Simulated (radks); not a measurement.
Q: Ru12+, 32 electrons, occupied as [Ne] 3s2 3p5 3d10 4s2 4p3 (not the ground configuration). Method: scalar-relativistic Kohn-Sham, r2SCAN, spin-polarised, spherical densities, finite nucleus; open shells are filled with parallel spins first (spin-orbit coupling, left out, can overturn this in heavy ions); meta-GGA in the generalised Kohn-Sham scheme; Fermi nuclear charge, rms radius 4.4809 fm; computed with a radial shooting solver on a logarithmic mesh with Libxc functionals. Some entries of the table are withheld. Estimate them.

orbital  occ.  eigenvalue (eV)  <r> (bohr)  r(max) (bohr)
1s up       1        -22277.51     0.03344        0.02172
1s down     1        -22274.20     0.03344        0.02172
2s up       1        -3457.843      0.1454         0.1227
2s down     1        -3457.167      0.1454         0.1228
2p up       3        -3125.892      0.1268        0.09815
2p down     3        -3123.427      0.1268        0.09823
3s up       1        -832.5807      0.3968         0.3586
3s down     1        -827.9384      0.3971         0.3590
3p up       3        -721.9560      0.3959            (1)
3p down     2        -717.0113      0.3962            (2)
3d up       5        -545.4376         (3)         0.2977
3d down     5        -541.0729         (4)         0.2974
4s up       1        -304.4090      0.9036         0.8554
4s down     1        -295.0289      0.9059         0.8555
4p up       3              (5)      0.9453         0.8925
4p down     0              (6)      0.9479         0.8926

A: 
(1) 3p up r(max) (bohr): 0.3514
(2) 3p down r(max) (bohr): 0.3519
(3) 3d up <r> (bohr): 0.3739
(4) 3d down <r> (bohr): 0.3733
(5) 4p up eigenvalue (eV): -267.9620
(6) 4p down eigenvalue (eV): -258.7909
